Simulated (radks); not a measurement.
The numbers below are computed, except where a source is named.
Cd III, 46 electrons, occupied as [Ar] 3d10 4s2 4p4 4d10 5s2 (not the ground configuration). Code: a radial shooting solver on a logarithmic mesh with Libxc functionals. Model: scalar-relativistic Kohn-Sham, MS2 meta-GGA, spin-unpolarised, spherical densities, finite nucleus; meta-GGA in the generalised Kohn-Sham scheme; Fermi nuclear charge, rms radius 4.6087 fm.

Local quantities along the radius. ELF = 1/(1 + alpha^2) is the electron localisation function; alpha = (tau - tau_W)/tau_unif compares the Pauli kinetic energy density with that of the uniform gas. tau is taken from the large components.

```
   r/bohr * ELF (the largest magnitude, 0.999, reaches the edge; | marks zero)
 0.001043 |                                                      *
 0.001391 |                                                      *
 0.001855 |                                                      *
 0.002474 |                                                      *
 0.003299 |                                                      *
   0.0044 |                                                      *
 0.005822 |                                                      *
 0.007765 |                                                      *
  0.01036 |                                                      *
  0.01381 |                                                     *
  0.01842 |                                                    *
  0.02457 |                                              *
  0.03278 |                             *
  0.04371 |                *
   0.0583 |                      *
  0.07776 |                                     *
   0.1029 |                                         *
   0.1372 |                            *
    0.183 |                *
   0.2441 |                               *
   0.3256 |                                         *
   0.4343 |                             *
   0.5792 |         *
   0.7725 |                               *
     1.03 |                                     *
    1.374 |                         *
    1.833 |               *
    2.425 |                  *
    3.235 |                            *
    4.314 |                              *
    5.754 |                  *
```

On this mesh the ELF has minima near r = 0.044, 0.18, 0.58, 1.8 bohr, which separate the shells, and maxima near 0.0012 (1.00), 0.10 (0.75), 0.33 (0.77), 0.89 (0.70), 3.7 (0.57).
